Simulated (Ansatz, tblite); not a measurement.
Cost and result up the ladder for the cluster Zn3O3 (6 atoms). Charge 0, multiplicity 1. Geometry: r2SCAN-D4/def2-SVP.

```
atom   x (Å)   y (Å)   z (Å)
 Zn1  -1.059   0.400   0.990
 Zn2   0.858   1.051  -0.650
 Zn3   0.201  -1.451  -0.340
  O4  -0.269   1.938   0.454
  O5   1.415  -0.535  -1.321
  O6  -1.146  -1.403   0.868
```

Ansatz on 4 threads of Arm Neoverse V2 on a shared host; xTB runs through tblite on one thread. Times are rough, summed over both states, and most runs start from the orbitals of an earlier one. PBE0-D4/def2-TZVP serves as the yardstick here, not as an exact answer. Differences are given only for rows in sets of like size (and for xTB, whose basis is part of the method), since another set adds its own error. The other state is a doublet.

The xTB rows come from tblite. Correlated methods freeze 30 core orbitals. The rows differ in basis, and correlated rows in double-zeta sets carry the largest basis error. In CCSD on the charge 1 doublet the largest single amplitude is 0.23, so its Hartree–Fock determinant may place the open shell otherwise than the density functionals do. The structure comes from a short search, and lower isomers may exist.

Run but left out: PBE-D4/def2-TZVP (charge +1 doublet: an occupied level 0.23 eV above an empty one).

Correlated methods converge slowly with the basis, most of all in double-zeta sets.

Raw xTB energies of ions are shifted by several eV.

```json
{"level": "GFN1-xTB", "functions": "24", "vertical IE (eV)": "14.74", "difference from PBE0-D4/def2-TZVP (eV)": "5.12", "remarks": "–"}
{"level": "CCSD(T)/def2-SVP", "functions": "135", "vertical IE (eV)": "9.04", "difference from PBE0-D4/def2-TZVP (eV)": "–", "remarks": "large T1 (0.021) (singlet)"}
{"level": "PBE0-D4/def2-TZVP", "functions": "237", "vertical IE (eV)": "9.63", "difference from PBE0-D4/def2-TZVP (eV)": "0.00", "remarks": "–"}
{"level": "GFN2-xTB", "functions": "24", "vertical IE (eV)": "17.01", "difference from PBE0-D4/def2-TZVP (eV)": "7.38", "remarks": "–"}
{"level": "HF/def2-TZVP", "functions": "237", "vertical IE (eV)": "7.98", "difference from PBE0-D4/def2-TZVP (eV)": "-1.65", "remarks": "–"}
```

(1) Estimate how long each takes.

Answers

(1) GFN1-xTB 0.004 s; GFN2-xTB 0.005 s; HF/def2-TZVP 20 s; PBE0-D4/def2-TZVP 32 s; CCSD(T)/def2-SVP 2 min. On shared hardware such times vary by a factor of up to 3.
